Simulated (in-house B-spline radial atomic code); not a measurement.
**RPA and G0W0 on LC-wPBE: Ga+**

Configuration [Ar] 3d10 4s2, mean-field start LC-wPBE. Computed with a B-spline radial code for spherical atoms: all electrons, non-relativistic, point nucleus, each spin shell either full or empty, empty states to l = 9 with an (l + 1/2)⁻⁴ tail; G0W0 by contour deformation at full frequency.

Command:
```bash
python run_gw.py task.json out
```
Settings (radii: box in bohr, nucleus in fm):
```
Z                        31
electrons                30
configuration            [Ar] 3d10 4s2
hamiltonian              nr
method                   lc_wpbe
lmax                     9
spin_polarised           False
box_radius               23.78
intervals                53
ion_configuration        [Ar] 3d10 4s1
```

Time taken, with all properties: 6.6 s on 1 thread of Arm Neoverse N1, on a shared host.

Energies (hartree):

| term | value |
| --- | --- |
| mean-field total | -1924.37340 |
| Hartree-Fock functional on these orbitals | -1923.02747 |
| direct second order | -2.6208 |
| second-order exchange | 0.74823 |
| SOSEX correction | 0.67445 |

What is the RPA correlation energy, and what remains with SOSEX?

RPA gives -2.195 hartree (-1.99 eV per electron); RPA + SOSEX gives -1.5206, and the second-order doubles -1.8725 hartree (no singles). RPA lacks exchange-type terms and so overcorrelates at short range.

Quasi-particle levels (eV):

```tsv
level	occupied	mean field	Σx - vxc	Σc	QP weight	G0W0
4s	yes	-19.635	0.80	?	?	?
3d	yes	-33.48	-8.01	3.44	0.857	-38.05
4p	no	-6.048	0.94	-0.91	0.967	-6.009
```

G0W0 = mean field + (Σx - vxc) + Σc, with Σc (partial-wave tail included) taken at the quasi-particle energy. Only the outer levels were computed. Levels of low weight are left out.

Where does G0W0 put 4s?

At -20.415 eV, with Σc = -1.57 eV and a quasi-particle weight of 0.958. The tabulated removal energy is 20.515 eV (NIST, measured); the calculation leaves out relativity, Breit and QED terms, and what these don't explain is the method's own error.

What does it cost to remove one electron (to [Ar] 3d10 4s1) by differences of total energies, each species on its own start (correlation terms add to the Hartree-Fock functional)?

LC-wPBE 20.022 eV, Hartree-Fock functional 18.325 eV, + RPA 20.103 eV, + RPA + SOSEX 19.703 eV, + second order 20.474 eV. Tabulated: 20.515 eV (NIST, measured); the calculation leaves out relativity, Breit and QED terms, and what these don't explain is the method's own error.
